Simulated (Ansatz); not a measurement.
A structure relaxed at PBE-D4/def2-SVP in Ansatz, charge 0, doublet:

```
atom   x (Å)   y (Å)   z (Å)
 In1  -1.566   2.049   1.299
 In2   2.232   2.484   1.354
 In3  -1.624  -0.536  -1.284
 In4   1.885  -3.471   1.431
 In5  -0.226   1.932  -1.767
 In6  -1.197  -3.586   0.246
 In7   3.837  -0.795   1.647
 Sb8   0.745   4.098  -0.248
 Sb9  -1.681  -3.119  -2.349
Sb10  -3.064   3.508  -1.187
Sb11   4.225  -2.987   0.111
Sb12  -4.105   0.953  -1.837
Sb13   3.310   1.142   3.466
Sb14  -0.397  -3.959   2.819
Sb15  -2.373   2.287  -3.699
```

**Question.** Give its formula.

**Answer.** In7Sb8.

**Question.** Summarise the bond lengths by kind (pairs closer than 1.2 times the sum of covalent radii, bridged metal pairs left out).

**Answer.** 14 × In–Sb 2.68 to 3.30 Å; 3 × Sb–Sb 2.83 to 2.88 Å; 1 × In–In 2.88 Å.

In the def2 sets In, Sb take a core potential; there is no spin–orbit coupling. Another isomer (doublet) lies 2.88 eV lower at PBE0-D4/def2-TZVP; other spin states weren't run for this one.
